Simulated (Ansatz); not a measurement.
Compare A (`CC(=O)[SiH2][SiH3]`) with its isomer B (`C=C[SiH2]O[SiH3]`).

Calculated with Ansatz (gas phase, PBE0-D4/def2-TZVP geometries, no zero-point term in ΔE). CCSD(T)/CBS is the MP2 limit (def2-TZVPP, def2-QZVPP) plus CCSD(T) − MP2 in def2-TZVPP, frozen cores. DFT in def2-TZVPP. One conformer a species, not always the lowest.

A:

Z-matrix (Å, degrees):
```
C
C 1 1.502
H 1 1.091 2 110.6
H 1 1.095 2 109.4 3 -121.4
H 1 1.095 2 109.9 3 121.9
O 2 1.208 1 122.3 3 3.2
Si 2 1.939 1 119.4 3 -174.7
Si 7 2.340 2 107.4 1 95.2
H 7 1.484 2 107.9 1 -144.6
H 7 1.491 2 110.8 1 -24.4
H 8 1.487 7 110.8 2 -179.6
H 8 1.486 7 110.0 2 59.5
H 8 1.489 7 109.2 2 -60.0
```

B:

```xyz
13

C     1.543    1.019    1.063
C     0.309    1.513    1.047
Si   -1.153    0.566    0.414
O    -0.672   -0.906   -0.112
Si   -0.203   -1.794   -1.400
H     2.391    1.588    1.435
H     1.759    0.016    0.707
H     0.152    2.525    1.422
H    -1.800    1.312   -0.701
H    -2.156    0.371    1.493
H    -0.891   -3.108   -1.357
H    -0.546   -1.093   -2.666
H     1.266   -2.009   -1.345
```

(1) Which isomer does CCSD(T)/CBS put lower? Give the gap. (Estimate.)

(2) Give E(B) − E(A) in kcal/mol with B2PLYP, PBE0-D4, CCSD/def2-TZVPP, CCSD(T)/def2-TZVPP, LDA (SPW92), BLYP-D4, r2SCAN-D4. (Best estimate.)

(3) Does the order hold for the free energy at 298.15 K (harmonic terms from PBE0-D4)? (Best estimate.)

Largest T1 diagnostic: 0.015.

## Answers

(1) Ansatz gave: B, by 56.2 kcal/mol.

(2) The calculation gave: B2PLYP -54.8, PBE0-D4 -47.0, CCSD/def2-TZVPP -56.4, CCSD(T)/def2-TZVPP -54.7, LDA (SPW92) -43.6, BLYP-D4 -48.8, r2SCAN-D4 -50.1. None reverses the order clearly.

(3) The calculation gave: Yes: G(B) − G(A) = -55.0 kcal/mol, for one conformer each. Modes under 60 cm⁻¹, often nearly free rotors, make the harmonic entropy too high.

At CCSD(T), def2-SVP lies +12.0 kcal/mol from the extrapolated value and def2-TZVPP +1.5 kcal/mol. In def2-TZVPP, CCSD(T) changes the Hartree–Fock value by +8.0 kcal/mol (the triples alone add +1.7 kcal/mol) and MP2 by +4.7 kcal/mol.
